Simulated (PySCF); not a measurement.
# Two-component Hartree-Fock for Yb²⁺ (ytterbium, charge +2)

Start: [Xe] 4f14. Calculated with PySCF 2.14 in x2c-TZVPall-2c (11s11p10d4f1g, 131 functions): generalised Hartree-Fock with the X2C-1e Hamiltonian and a Gaussian nucleus; one run each with spin-orbit coupling (SO) switched off, then screened by Boettger's factors.

```tsv
spinor shell	electrons	ε, spin-free (eV)	ε, screened SO (eV)	weight of nominal j (screened SO)	rms radius, screened SO (bohr)
1s1/2	2	-61661.8	-61646.4	1.000	0.0223
2s1/2	2	-10591.1	-10586.5	1.000	0.0901
2p1/2	2	-9334.8	-10078.8	1.000	0.0768
2p3/2	4	-9334.8	-9026.4	1.000	0.0838
3s1/2	2	-2454.4	-2453.1	1.000	0.231
3p1/2	2	-2068.7	-2229.1	1.000	0.222
3p3/2	4	-2068.7	-2001.4	1.000	0.237
3d3/2	4	-1595.7	-1624.7	1.000	0.210
3d5/2	6	-1595.7	-1575.3	1.000	0.214
4s1/2	2	-522.02	-521.70	1.000	0.519
4p1/2	2	-393.06	-429.74	1.000	0.531
4p3/2	4	-393.06	-377.72	1.000	0.563
4d3/2	4	-220.07	-225.91	1.000	0.599
4d5/2	6	-220.07	-216.04	1.000	0.611
5s1/2	2	-80.452	-80.421	1.000	1.31
5p1/2	2	-48.169	-52.792	1.000	1.48
5p3/2	4	-48.169	-46.277	1.000	1.60
4f5/2	6	-28.077	-28.928	1.000	0.850
4f7/2	8	-28.077	-27.319	1.000	0.871
```

```tsv
quantity	spin-free	screened SO
E (hartree)	-14048.53981	-14061.68733
M_J	0	0
⟨J²⟩	0.000	0.000
⟨L²⟩	0.000	0.105
⟨S²⟩	0.000	0.105
```

Breit and QED terms are absent; they matter most for the inner s and p1/2 levels.

Densities and radii are taken from the X2C orbitals without a picture-change correction, which distorts them close to the nucleus.

Without spin-orbit coupling the j labels of p, d and f shells carry no meaning; the spin-free column gives the mean over the occupied spinors of each nl shell.
